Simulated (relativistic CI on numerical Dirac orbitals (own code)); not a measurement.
# Energy levels of Dy LI

Calculated at this level of theory: Dirac-Coulomb-Breit CI, separate exchange-only KLI orbitals for each configuration, a model potential for QED, unscaled Slater integrals (own radial code, finite nucleus).

CI space (outside the closed core [Ne]): 3s2.3p4, 3s.3p5, 3s2.3p3.3d, 3p6, 3s.3p4.3d, 3p5.3d, 3s.3p3.3d2, 3s2.3p2.3d.4p, 3p5.4s, 3s.3p3.3d.4s, 3s2.3p3.4s, 3p5.4p, 3s2.3p3.4p, 3s2.3p3.4d, 3p4.3d.4p, 3s.3p4.4s, 3s2.3p3.4f, 3s.3p4.4p, 3s.3p4.4d, 3s.3p4.4f, 3s2.3p3.5s, 3s2.3p3.5p, 3s2.3p2.4s.4p, 3s2.3p3.5d, 3s2.3p3.5f, 3s2.3p3.5g, 3s.3p3.4s2, 3s.3p4.5s, 3s2.3p2.3d2, 3s2.3p.3d3, 3s.3p2.3d3, 3s2.3p.3d2.4s, 3s2.3p.3d2.4p, 3s2.3p.3d2.4d, 3p4.3d2, 3p3.3d3, 3p3.3d2.4s, 3p3.3d2.4p, 3p3.3d2.4d, 3s2.3p2.3d.4s, 3s.3p2.3d2.4s, 3s2.3p.3d.4s2, 3s2.3p.3d.4s.4p, 3s2.3p.3d.4s.4d, 3p4.3d.4s, 3p3.3d.4s2, 3p3.3d.4s.4p, 3p3.3d.4s.4d, 3s2.3p2.4s2, 3s.3p2.3d.4s2, 3s2.3p.4s2.4p, 3s2.3p.4s2.4d, 3s2.3p2.4p2, 3s2.3p.3d.4p2, 3s.3p2.3d.4p2, 3s2.3p.4s.4p2, 3s2.3p.4p3, 3s2.3p.4p2.4d, 3s.3p3.4s.4p, 3s.3p2.3d.4s.4p, 3s.3p2.4s2.4p, 3s.3p2.4s.4p2, 3s.3p2.4s.4p.4d. Double excitations out of closed p, d and f shells are left out; levels of such configurations are missing from the list, as are those of other unlisted configurations, and high levels can miss mixing partners. These lack a partner that the ground configuration has and come out too high: 3s2.3p3.4f, 3s.3p4.4p, 3s.3p4.4d, 3s.3p4.4f, 3s2.3p3.5s.

The lowest level is 3s2.3p4 3P_2, with 69 % of that term; Hund's rules for 3s2.3p4 give 3P with J = 2, in agreement.

```csv
No.,Configuration,Term,J,E (eV),%,Lifetime (s),jj configuration (%)
1,3s2.3p4,3P,2,0.000,69,,3p3/2^2 (99)
2,3s2.3p4,1S,0,17.207,62,8.40e-02,3p3/2^2 (99)
3,3s2.3p4,3P,1,199.637,99,1.17e-08,3p1/2 3p3/2^3 (99)
4,3p3(2P°).3d,3D°,2,202.621,31,1.76e-10,3p3/2 3d3/2 (98)
5,3s2.3p4,1D,2,208.284,68,2.45e-08,3p1/2 3p3/2^3 (98)
6,3p3(2P°).3d,3D°,1,209.428,30,8.25e-11,3p3/2 3d3/2 (97)
7,3p3(2P°).3d,3P°,0,210.024,59,2.73e-05,3p3/2 3d3/2 (98)
8,3p3(2P°).3d,3F°,3,210.281,28,2.46e-09,3p3/2 3d3/2 (95)
9,3p3(2P°).3d,3F°,4,253.113,48,1.98e-06,3p3/2 3d5/2 (99)
10,3p3(2D°).3d,3D°,2,256.972,32,1.58e-11,3p3/2 3d5/2 (94)
11,3p3(2P°).3d,3D°,3,275.405,38,3.30e-12,3p3/2 3d5/2 (93)
12,3p3(4S°).3d,3D°,1,284.787,37,5.23e-12,3p3/2 3d5/2 (96)
13,3s.3p5,3P°,2,354.721,82,2.58e-12,3s 3p3/2^3 (82)
14,3s.3p5,1P°,1,373.222,36,2.06e-12,3s 3p3/2^3 (63)
15,3p3(2D°).3d,3F°,2,394.152,45,1.38e-10,3p1/2 3p3/2^2 3d3/2 (97)
16,3p3(4S°).3d,5D°,0,395.128,51,1.31e-10,3p1/2 3p3/2^2 3d3/2 (96)
17,3p3(2D°).3d,3D°,1,395.950,48,7.33e-12,3p1/2 3p3/2^2 3d3/2 (89)
18,3p3(2D°).3d,3F°,3,401.182,32,4.99e-11,3p1/2 3p3/2^2 3d3/2 (96)
19,3p3(2D°).3d,3G°,4,409.210,50,8.09e-08,3p1/2 3p3/2^2 3d3/2 (99)
20,3p2(1S).3d2(3F),3F,2,413.869,39,5.37e-11,3p1/2^2 3d3/2^2 (97)
21,3s2.3p4,3P,0,414.389,62,4.33e-09,3p3/2^4 (97)
22,3p3(2P°).3d,3F°,2,420.046,62,7.68e-12,3p1/2 3p3/2^2 3d3/2 (95)
23,3p3(2D°).3d,3D°,3,433.060,49,7.32e-13,3p1/2 3p3/2^2 3d3/2 (86)
24,3p2(1S).3d2(3P),3P,0,434.628,56,3.92e-11,3p1/2^2 3d3/2^2 (95)
25,3p3(2D°).3d,3P°,2,438.631,32,5.07e-13,3p1/2 3p3/2^2 3d3/2 (86)
26,3p3(4S°).3d,3D°,3,441.324,50,8.43e-12,3p1/2 3p3/2^2 3d5/2 (91)
27,3p3(4S°).3d,5D°,4,441.566,51,1.49e-08,3p1/2 3p3/2^2 3d5/2 (99)
28,3p3(2D°).3d,3S°,1,442.307,40,4.62e-13,3p1/2 3p3/2^2 3d3/2 (79)
29,3p3(2D°).3d,3F°,4,452.537,71,7.30e-08,3p1/2 3p3/2^2 3d5/2 (98)
30,3p3(2D°).3d,3P°,1,453.200,36,1.07e-12,3p1/2 3p3/2^2 3d5/2 (62)
31,3p3(2P°).3d,3D°,1,455.276,41,6.78e-13,3p1/2 3p3/2^2 3d3/2 (61)
32,3p3(2D°).3d,1S°,0,455.488,48,3.07e-11,3p1/2 3p3/2^2 3d5/2 (94)
33,3p3(2D°).3d,3G°,5,455.565,99,7.43e-08,3p1/2 3p3/2^2 3d5/2 (99)
34,3p2(1S).3d2(3F),3F,3,466.953,30,7.89e-12,3p1/2^2 3d3/2 3d5/2 (95)
35,3p3(2P°).3d,3D°,2,471.336,48,7.38e-11,3p1/2 3p3/2^2 3d5/2 (98)
36,3p2(1S).3d2(3P),3P,2,476.642,23,6.75e-12,3p1/2^2 3d3/2 3d5/2 (93)
37,3p3(2P°).3d,3F°,3,477.625,35,4.20e-10,3p1/2 3p3/2^2 3d5/2 (99)
38,3p2(3P).3d2(3P),5D,1,480.004,35,6.62e-12,3p1/2^2 3d3/2 3d5/2 (93)
39,3p3(4S°).3d,3D°,2,480.670,45,2.82e-12,3p1/2 3p3/2^2 3d5/2 (93)
40,3p2(3P).3d2(1G),3F,4,481.576,25,5.65e-12,3p1/2^2 3d3/2 3d5/2 (92)
41,3p3(2D°).3d,1P°,1,484.808,31,1.84e-12,3p1/2 3p3/2^2 3d5/2 (89)
42,3p3(2D°).3d,1F°,3,487.886,47,2.40e-12,3p1/2 3p3/2^2 3d5/2 (91)
43,3p3(2D°).3d,1D°,2,493.176,40,1.45e-12,3p1/2 3p3/2^2 3d5/2 (91)
44,3p2(1S).3d2(3F),3F,4,527.876,23,4.72e-12,3p1/2^2 3d5/2^2 (85)
45,3p2(3P).3d2(1D),3F,2,535.855,20,3.56e-12,3p1/2^2 3d5/2^2 (85)
46,3s.3p4(3P)<4P>.3d,5D,2,542.227,34,5.56e-12,3s 3p3/2^2 3d3/2 (81)
47,3s.3p4(3P)<4P>.3d,5P,1,546.434,32,4.27e-12,3s 3p3/2^2 3d3/2 (87)
48,3s.3p4(3P)<4P>.3d,5D,3,547.464,40,5.29e-12,3s 3p3/2^2 3d3/2 (84)
49,3p2(3P).3d2(1S),3P,0,556.779,53,3.95e-12,3p1/2^2 3d5/2^2 (76)
50,3s.3p4(3P)<4P>.3d,3F,4,556.906,33,3.22e-12,3s 3p3/2^2 3d3/2 (88)
51,3s.3p5,3P°,0,557.767,72,1.71e-12,3s 3p1/2 3p3/2^4 (72)
52,3s.3p4(1S)<2S>.3d,3D,1,568.771,47,2.18e-12,3s 3p3/2^2 3d3/2 (80)
53,3s.3p4(3P)<2P>.3d,3P,0,575.477,52,1.92e-12,3s 3p3/2^2 3d3/2 (67)
54,3s.3p5,3P°,1,580.003,42,8.14e-13,3s 3p1/2 3p3/2^4 (75)
55,3s.3p4(1S)<2S>.3d,3D,2,580.592,32,2.22e-12,3s 3p3/2^2 3d3/2 (74)
56,3s.3p4(1D)<2D>.3d,3G,3,582.278,30,1.29e-12,3s 3p3/2^2 3d3/2 (79)
57,3s.3p4(1S)<2S>.3d,3D,1,583.059,34,2.38e-12,3s 3p3/2^2 3d3/2 (72)
58,3s.3p4(3P)<2P>.3d,3D,2,584.101,27,1.71e-12,3s 3p3/2^2 3d3/2 (72)
59,3s.3p4(3P)<4P>.3d,5F,5,590.738,69,6.59e-12,3s 3p3/2^2 3d5/2 (95)
60,3s.3p4(3P)<4P>.3d,5D,4,594.865,40,3.83e-12,3s 3p3/2^2 3d5/2 (85)
61,3p2(3P).3d2(3F),5F,1,612.480,28,1.35e-12,3p1/2 3p3/2 3d3/2^2 (49)
62,3s.3p4(3P)<4P>.3d,3P,0,612.905,47,2.65e-12,3s 3p3/2^2 3d5/2 (67)
63,3p2(3P).3d2(3F),5G,3,613.235,29,1.58e-12,3p1/2 3p3/2 3d3/2^2 (88)
64,3s.3p4(3P)<4P>.3d,3P,1,613.548,27,1.73e-12,3s 3p3/2^2 3d5/2 (56)
65,3p2(3P).3d2(3F),5G,2,614.253,19,8.11e-13,3p1/2 3p3/2 3d3/2^2 (68)
66,3s.3p4(3P)<4P>.3d,3D,3,615.351,30,3.33e-12,3s 3p3/2^2 3d5/2 (82)
67,3p2(1D).3d2(3F),3H,4,618.222,32,2.47e-12,3p1/2 3p3/2 3d3/2^2 (92)
68,3s.3p4(3P)<2P>.3d,3F,4,627.559,38,1.85e-12,3s 3p3/2^2 3d5/2 (73)
69,3s.3p4(1S)<2S>.3d,3D,3,628.090,45,2.52e-12,3s 3p3/2^2 3d5/2 (83)
70,3s.3p4(3P)<4P>.3d,3P,2,631.426,27,1.96e-12,3s 3p3/2^2 3d5/2 (82)
```

Energies count from the lowest computed level; ° marks odd parity; lifetimes are radiative, by E1, M1, E2, M2, E3 decay to levels of this space only. Percentages are summed over parent terms; the parents shown are those of the largest component, closed shells are left out there, and <> holds an intermediate term. Filled j subshells are mostly left out of the jj labels.

The mean weight of the leading LS term, summed over parents, in these 70 levels is 43 %, and that of the leading jj configuration (from the same eigenvectors) 87 %, so jj coupling describes them better and the LS labels are nominal.

At this charge energies of transitions that change n are usually good to better than 1 %, and those within a shell (Δn = 0) to a few per cent.

LS names give the leading component of a level, which can be under half, so a name can repeat, a term be missing and a line seem to break the LS rules.
